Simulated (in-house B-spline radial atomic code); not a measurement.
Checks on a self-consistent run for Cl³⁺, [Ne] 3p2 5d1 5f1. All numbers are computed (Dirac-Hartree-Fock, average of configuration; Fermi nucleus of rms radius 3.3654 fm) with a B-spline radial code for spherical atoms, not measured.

```csv
orbital,q,ε (Eh),<1/r>,<r²>,small-component weight
1s1/2,2,-108.18476,16.6867,0.0111,0.003666
2s1/2,2,-13.39999,3.34872,0.227705,0.00058583
2p1/2,2,-10.87829,3.24277,0.198994,0.00055783
2p3/2,4,-10.81294,3.21921,0.200991,0.00055418
3p1/2,0.66667,-2.61833,0.960691,2.25298,0.00010855
3p3/2,1.3333,-2.61026,0.956902,2.26584,0.00010813
5d3/2,0.4,-0.41909,0.214366,49.3571,1.5624e-05
5d5/2,0.6,-0.41903,0.214316,49.3702,1.5621e-05
5f5/2,0.42857,-0.37673,0.192818,49.7958,1.2408e-05
5f7/2,0.57143,-0.37673,0.192807,49.7986,1.2407e-05
```

Electron-electron repulsion V_ee = 139.5216 hartree.

(1) What total energy follows from the eigenvalues?

(2) Does the Dirac virial theorem hold?

(3) What diamagnetic shielding (Lamb formula) and susceptibility (Langevin formula) do the radii give?

## Answers

(1) The eigenvalues count the repulsion twice, so E = Σqε - V_ee = -314.200 - 139.522 = -453.721 hartree; the run printed -453.721.

(2) For a point nucleus E = -2c²Σq·w, with w the small-component weight. Here Σq·w = 0.012081 and c = 137.0360, so the ratio E/(-2c²Σq·w) is 1.000002.

(3) σ = (α²/3)Σq<1/r> = 61.7566/(3·137.036²) = 1096.2 ppm, and χ = -0.79199×10⁻⁶·Σq<r²> = -83.45×10⁻⁶ cm³/mol with Σq<r²> = 105.37 bohr². Both are non-relativistic formulas without the paramagnetism of open shells.
